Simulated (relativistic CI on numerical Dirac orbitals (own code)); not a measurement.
Computed by Dirac-Coulomb-Breit CI, orbitals from a KLI potential per configuration, model QED, unscaled Slater integrals (own radial code, finite nucleus).

Configurations in the expansion (outside the closed core [Ne]): 3s²3p⁶3d¹⁰, 3s²3p⁶3d⁹4s, 3s²3p⁶3d⁹4p, 3s²3p⁶3d⁹4d, 3s²3p⁵3d¹⁰4s, 3s²3p⁶3d⁹4f, 3s²3p⁵3d¹⁰4p, 3s²3p⁶3d⁸4s², 3s²3p⁵3d¹⁰4d, 3s²3p⁶3d⁸4s4p, 3s3p⁶3d¹⁰4s, 3s²3p⁶3d⁹5s, 3s²3p⁵3d¹⁰4f, 3s²3p⁶3d⁸4p², 3s²3p⁶3d⁸4s4d, 3s²3p⁶3d⁹5p, 3s3p⁶3d¹⁰4p, 3s²3p⁵3d⁹4s², 3s²3p⁶3d⁸4p4d, 3s²3p⁶3d⁹5d, 3s²3p⁶3d⁹5f, 3s²3p⁵3d⁹4s4p, 3s²3p⁶3d⁹5g, 3s3p⁶3d¹⁰4d, 3s²3p⁶3d⁸4d², 3s²3p⁵3d⁹4p², 3s²3p⁵3d⁹4s4d, 3s3p⁶3d¹⁰4f, 3s3p⁶3d⁹4s², 3s²3p⁵3d¹⁰5s, 3s²3p⁶3d⁹6s, 3s²3p⁴3d¹⁰4s², 3s²3p⁵3d⁹4p4d, 3s²3p⁶3d⁹6p, 3s²3p⁵3d¹⁰5p, 3s²3p⁶3d⁹6d. Levels of other configurations are missing.

At this charge energies of transitions that change n are usually good to better than 1 %, and those within a shell (Δn = 0) to a few per cent.

Outline of the computed level scheme of Pb LV. Lowest level of each configuration: 3s²3p⁶3d¹⁰ ¹S0 at 0.00 eV; 3s²3p⁶3d⁹4s ³D3 at 2044.63 eV; 3s²3p⁶3d⁹4p ³P°2 at 2161.30 eV; 3s²3p⁶3d⁹4d ³P1 at 2507.15 eV; 3s²3p⁵3d¹⁰4s ³P°2 at 2599.26 eV; 3s²3p⁵3d¹⁰4p ³P1 at 2716.79 eV; 3s²3p⁶3d⁹4f ³P°0 at 2723.35 eV.

Some strong electric-dipole decays among the lowest 45 levels: 3s²3p⁵3d¹⁰4s ¹P°1 → 3s²3p⁶3d¹⁰ ¹S0 (3.8e+13 s⁻¹); 3s²3p⁶3d⁹4p ¹P°1 → 3s²3p⁶3d¹⁰ ¹S0 (2.1e+13 s⁻¹); 3s²3p⁶3d⁹4p ³D°1 → 3s²3p⁶3d¹⁰ ¹S0 (1.3e+13 s⁻¹); 3s²3p⁵3d¹⁰4p ³P1 → 3s²3p⁶3d⁹4p ³P°2 (3.0e+12 s⁻¹); 3s²3p⁵3d¹⁰4s ¹P°1 → 3s²3p⁶3d⁹4s ¹D2 (2.8e+12 s⁻¹); 3s²3p⁵3d¹⁰4s ³P°2 → 3s²3p⁶3d⁹4s ³D3 (2.6e+12 s⁻¹); 3s²3p⁶3d⁹4p ³P°1 → 3s²3p⁶3d¹⁰ ¹S0 (2.1e+12 s⁻¹); 3s²3p⁶3d⁹4d ³G3 → 3s²3p⁶3d⁹4p ³F°2 (1.6e+12 s⁻¹).

LS names give the leading component of a level, which can be under half, so a name can repeat, a term be missing and a line seem to break the LS rules.
